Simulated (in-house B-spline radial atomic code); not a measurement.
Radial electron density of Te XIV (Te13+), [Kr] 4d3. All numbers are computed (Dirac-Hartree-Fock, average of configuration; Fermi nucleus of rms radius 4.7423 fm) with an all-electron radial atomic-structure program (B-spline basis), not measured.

Columns: r (bohr), 4πr²n(r) (electrons per bohr), bar.

```
0.000993    1.806 #
  0.0012     2.51 #
 0.00145    3.472 ##
 0.00176    4.812 ##
 0.00212    6.541 ###
 0.00257    8.913 #####
  0.0031    11.93 ######
 0.00375    15.86 ########
 0.00453    20.75 ###########
 0.00548    26.75 ##############
 0.00663    33.78 #################
 0.00801    41.57 #####################
 0.00968     49.7 ##########################
  0.0117    57.41 ##############################
  0.0142    63.84 #################################
  0.0171    67.59 ###################################
  0.0207    68.28 ###################################
   0.025    65.99 ##################################
  0.0302    62.16 ################################
  0.0366    59.43 ###############################
  0.0442    60.82 ###############################
  0.0534    67.59 ###################################
  0.0646    77.71 ########################################
  0.0781    85.54 ############################################
  0.0944    85.26 ############################################
   0.114    75.95 #######################################
   0.138    64.07 #################################
   0.167    59.63 ###############################
   0.202    65.38 ##################################
   0.244    71.83 #####################################
   0.295    66.43 ##################################
   0.356    48.23 #########################
   0.431    29.13 ###############
   0.521    20.87 ###########
    0.63    20.91 ###########
   0.761    19.54 ##########
    0.92    13.21 #######
    1.11    6.096 ###
    1.35    1.738 #
    1.63    0.321 
    1.97   0.0342 
    2.38 0.001949 
    2.87 5.439e-05
```

On this grid the curve has 4 maxima, near 0.0207, 0.0781, 0.244, 0.63 bohr.

The 4p3/2 radial function P(r) = rR(r), positive near the nucleus, with its small component Q(r) (sign convention: Q ≈ (P' + κP/r)/2c):

| r (bohr) | P | Q |
| --- | --- | --- |
| 0.00145 | 0.00174 | -0.0001668 |
| 0.00212 | 0.003606 | -0.0003459 |
| 0.0031 | 0.007411 | -0.0007117 |
| 0.00453 | 0.01503 | -0.001446 |
| 0.00663 | 0.03006 | -0.002898 |
| 0.00968 | 0.05833 | -0.005644 |
| 0.0142 | 0.1098 | -0.0107 |
| 0.0207 | 0.1935 | -0.01908 |
| 0.0302 | 0.3136 | -0.0317 |
| 0.0442 | 0.446 | -0.04748 |
| 0.0646 | 0.5013 | -0.06029 |
| 0.0944 | 0.3298 | -0.0587 |
| 0.138 | -0.1524 | -0.03292 |
| 0.202 | -0.6807 | 0.00849 |
| 0.295 | -0.6002 | 0.03313 |
| 0.431 | 0.3511 | 0.02018 |
| 0.63 | 1.267 | -0.007935 |
| 0.92 | 1.106 | -0.01555 |
| 1.35 | 0.3797 | -0.006284 |
| 1.97 | 0.04361 | -0.000769 |
